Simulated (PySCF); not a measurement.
A GIAO shielding run with PySCF 2.14 (density fitting, non-relativistic, gas phase) on `InChI=1S/C5H16N2Si2/c1-3-4-7-8-5-6-9(7)2/h6,9H,3-5,8H2,1-2H3/t9-/m1/s1`:

```
$ OMP_NUM_THREADS=1 python probes_run.py task.json out

{"job": {"kind": "nmr", "xc": "PBE0", "basis": "pcSseg-1"}, "charge": 0, "multiplicity": 1}
C      3.510173     0.225765     0.412638
C      2.132880     0.335865    -0.228549
C      1.093337    -0.524525     0.491219
N     -0.208627    -0.444177    -0.119756
Si    -0.703817    -1.485231    -1.395892
C     -2.451781    -0.767236    -1.633627
N     -2.682544     0.171931    -0.555509
Si    -1.316431     0.861040     0.211927
C     -1.612248     1.128486     2.059816
H      4.227291     0.853287    -0.111464
H      3.473591     0.542590     1.452760
H      3.864857    -0.802235     0.381248
H      1.796094     1.373848    -0.210789
H      2.180097     0.016889    -1.271458
H      1.425221    -1.567628     0.483236
H      1.019463    -0.199813     1.533439
H     -0.700296    -2.883269    -0.949470
H      0.086828    -1.352890    -2.630002
H     -2.535776    -0.275979    -2.610316
H     -3.219753    -1.544920    -1.609753
H     -3.559538     0.662936    -0.619174
H     -0.813623     2.117802    -0.390854
H     -1.840656     0.202578     2.576703
H     -0.736708     1.567001     2.525992
H     -2.438968     1.812029     2.216771
```

Hardware: 1 thread of an Arm Neoverse V1, shared host. The job also computes population analyses, field gradients, ring-centre shieldings.

Q: How large is the calculation?

A: 88 electrons, 247 basis functions and 1317 auxiliary functions.

Q: How long does it take, and how much memory does it need?

A: 70 s of wall time, with 14 SCF cycles and 4 response iterations; peak memory 1.2 GiB. Times on a shared host scatter by some tens of per cent.
